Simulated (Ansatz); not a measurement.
Consider the formal exchange of groups at a B–C bond: `C/C=C\BCl` + `C#N` → `N#CBCl` + `C=CC`.

Gas-phase electronic energies from Ansatz, PBE0-D4/def2-TZVP geometries. CBS: MP2 limit from def2 TZ/QZ plus the TZ coupled-cluster correction, frozen cores. This one scheme is used for every species. Functionals use def2-TZVPP. B3LYP here is the variant with VWN-RPA as its local correlation; programs differ in this. One conformer a species, not always the lowest.

| level | ΔE (eV) |
| --- | --- |
| B3LYP-D4 | -0.13 |
| ωB97X-V | -0.12 |
| HF/def2-TZVPP | -0.17 |
| HF/CBS(def2) | -0.17 |

Q: What does CCSD(T)/CBS give? (Best estimate.)

A: Computed: -0.10 eV. The listed levels differ from it by -0.03, -0.02, -0.07, -0.07 eV.

Largest T1 diagnostic among the species: 0.014.

In def2-TZVPP, CCSD(T) changes the Hartree–Fock value by +0.04 eV (the triples alone add +0.01 eV) and MP2 by +0.05 eV. The D4 term adds +0.05 eV with B3LYP and +0.03 eV with PBE0; it sums over pairs of atoms, weighted by their polarisabilities, and B3LYP, whose exchange is more repulsive, gets the larger term.
